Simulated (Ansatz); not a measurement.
**Counterpoise correction, worked out**

The pair of C2H2 (SMILES C#C, atoms 1–4) and SbH3 (SMILES [SbH3], atoms 5–8), both closed shells, in one local arrangement (a lower one may exist), relaxed at PBE0-D4/def2-TZVP:

C1  (-0.022, 0.718, -1.972)
C2  (-0.115, -0.472, -1.877)
H3  (0.060, 1.777, -2.061)
H4  (-0.197, -1.530, -1.789)
Sb5  (0.124, 0.556, 1.697)
H6  (1.220, -0.683, 1.279)
H7  (-1.219, -0.447, 1.382)
H8  (0.149, 0.080, 3.342)
(Å)

Computed with Ansatz 0.2.0 (basis: def2-TZVPPD); correlated methods freeze the cores. Filled d shells of the heavier atoms are correlated. Core potentials replace the inner electrons of the atoms past krypton. The def2 sets are not built for correlating such inner shells, so the correlated values are less sure here.

MP2 total energies in eV:

| system | geometry | basis functions | energy |
| --- | --- | --- | --- |
| pair | pair | all | -8667.25160 |
| C2H2 | as in the pair | all (partner as ghosts) | -2099.67297 |
| SbH3 | as in the pair | all (partner as ghosts) | -6567.50597 |
| C2H2 | as in the pair | its own | -2099.66456 |
| SbH3 | as in the pair | its own | -6567.48728 |
| C2H2 | free (PBE0-D4 minimum) | its own | -2099.66372 |
| SbH3 | free (PBE0-D4 minimum) | its own | -6567.48825 |

Q: Work out the interaction energy with and without the counterpoise correction, the superposition error, and the binding energy from the relaxed fragments.

A: Without correction: -8667.25160 − (-2099.66456) − (-6567.48728) = -0.09976 eV.
With correction (each fragment in the whole basis): -8667.25160 − (-2099.67297) − (-6567.50597) = -0.07266 eV = -1.68 kcal/mol.
The superposition error is the difference, 0.02710 eV, 27 % of the uncorrected value: each fragment borrows its partner's functions.
Deformation from the free shapes: -0.00084 eV for C2H2 and 0.00097 eV for SbH3 (a small negative value is possible, since the free shapes are minima of another method).
Binding energy from relaxed fragments: -0.07266 + (-0.00084) + 0.00097 = -0.07253 eV = -1.67 kcal/mol (electronic, without zero-point energy; negative means bound). For comparison, the corrected interaction energy by CCSD(T) at an estimated basis limit (MP2 extrapolated from triple and quadruple zeta, plus CCSD(T) − MP2 in triple zeta) is -0.072 eV.

T1 diagnostic: at most 0.015.

For scale, one of the runs: CCSD(T)/def2-TZVPPD, 215 basis functions, launched by `ansatz run in.yaml --threads 4 --pin off --events-out ev --progress --plain --max-ram 9574MiB`. The run took 22 s on 4 CPU threads of an AMD EPYC 9R45 (shared host), with 3.5 GiB of host memory at its peak.
